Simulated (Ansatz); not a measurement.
Reaction (ligand exchange at the Si–O bond): `CCCO[SiH3]` + `NC(O)(F)F` → `NC(F)(F)O[SiH3]` + `CCCO`

Program: Ansatz. Geometries: PBE0-D4/def2-TZVP. ΔE: electronic, gas phase. CCSD(T)/CBS adds triple-zeta CCSD(T) − MP2 to the extrapolated MP2 energy (def2 sets, frozen cores). DFT in def2-TZVPP. B3LYP here is the variant with VWN-RPA as its local correlation; programs differ in this. One conformer a species, not always the lowest.

| level | ΔE (kJ/mol) | difference from CCSD(T)/CBS |
| --- | --- | --- |
| PBE0-D4 | 5.2 | 1.3 |
| B3LYP-D4 | 4.1 | 0.2 |
| PBE | 4.7 | 0.8 |
| r2SCAN | 4.2 | 0.3 |
| PBE0 | 5.3 | 1.4 |
| B3LYP | 4.4 | 0.5 |
| HF/def2-TZVPP | 6.4 | 2.5 |
| MP2/def2-QZVPP | 4.6 | 0.7 |
| SCS-MP2/def2-QZVPP | 4.5 | 0.6 |
| HF/CBS(def2) | 6.1 | 2.2 |
| CCSD(T)/CBS | 3.9 | 0 |

Largest T1 diagnostic among the species: 0.012.
